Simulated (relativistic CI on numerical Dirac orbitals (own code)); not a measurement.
**Cr6+ in a cubic cluster: 1s photoemission with charge transfer**

Computed with a charge-transfer multiplet model of a cubic metal-ligand cluster with up to 3 ligand holes, Slater and spin-orbit integrals from Dirac-Coulomb-Breit ions, Slater integrals scaled by 0.8. The ground state mixes d0 with configurations of k ligand holes L, whose averages lie at kΔ + k(k − 1)U_dd/2; a core hole lowers each added d electron by U_cd. 20 K, Lorentzian 1.1 eV and Gaussian 0.6 eV FWHM.

Atomic integrals in eV (Slater integrals scaled, ζ unscaled), ground: F2dd 9.377, F4dd 5.906, zeta_d 0.039; with the core hole: F2dd 9.377, F4dd 5.906, zeta_d 0.066, G2cd 0.064. Where a configuration has fewer than two d electrons, the dd integrals are those of d2.

Cluster parameters (eV): Δ = 0.9, U_dd = 6.6, U_cd = 8.1, 10Dq(ligand) = 0.2, V(eg) = 2.75, V(t2g) = -1.41, final-state hopping factor = 1.

```tsv
Case	n_d	d0	d1L	d2L2	d3L3	S
10Dq = 1.65 eV	0.93	0.28	0.52	0.18	0.02	0.00
10Dq = 1.95 eV	0.93	0.28	0.52	0.18	0.02	0.00
10Dq = 2.25 eV	0.93	0.28	0.52	0.18	0.02	0.00
```

Weights, n_d and S are thermal averages at 20 K. Binding energies count from the first peak over 30 % of the highest in each spectrum, which can be another peak from case to case. The parameters are a model scan and need not match a compound or its usual spin state. Peaks in eV (height, largest 100):
- 10Dq = 1.65 eV: 0.0 (100), 4.0 (8), 12.4 (24)
- 10Dq = 1.95 eV: 0.0 (100), 4.1 (9), 12.3 (23)
- 10Dq = 2.25 eV: 0.0 (100), 4.2 (11), 12.2 (25)

Curve for 10Dq = 1.95 eV (points under 2 left out, the grid thinned):

E (eV), Intensity and a bar:
```
     -3.3        3.3 
     -2.9        4.2 #
     -2.5        5.6 #
     -2.1        7.7 ##
     -1.6       12.9 ###
     -1.2       21.6 ######
     -0.8       40.4 ############
     -0.4       74.8 ######################
      0.0      100.0 ##############################
      0.4       78.6 #######################
      0.8       43.2 #############
      1.3       20.1 ######
      1.7       12.5 ###
      2.1        8.6 ##
      2.5        6.7 #
      2.9        5.9 #
      3.3        6.2 #
      3.7        8.0 ##
      4.1        9.4 ##
      4.6        6.9 #
      5.0        4.3 #
      5.4        3.0 
      5.8        2.3 
      6.2        2.1 
      8.5        2.2 
      8.9        2.7 
      9.4        3.6 
      9.8        3.9 #
     10.2        4.2 #
     10.6        5.1 #
     11.0        7.4 ##
     11.4       12.5 ###
     11.8       19.6 #####
     12.2       23.4 #######
     12.7       20.7 ######
     13.1       13.6 ####
     13.5        7.7 ##
     13.9        4.8 #
     14.3        3.5 
     14.7        3.0 
     15.1        3.0 
     15.6        2.9 
     16.0        2.2 
     22.6        2.4 
     23.0        2.1
```

A d0 ion has no d-d gap: its lowest excitations are ligand-to-metal charge transfer. With the core hole the average of the configuration with one ligand hole lies at Δ − U_cd = -7.2 eV before mixing: the effective hopping of about 6.1 eV (from the holes of the mixed ground state) is comparable with this gap or larger, so the configurations mix strongly.
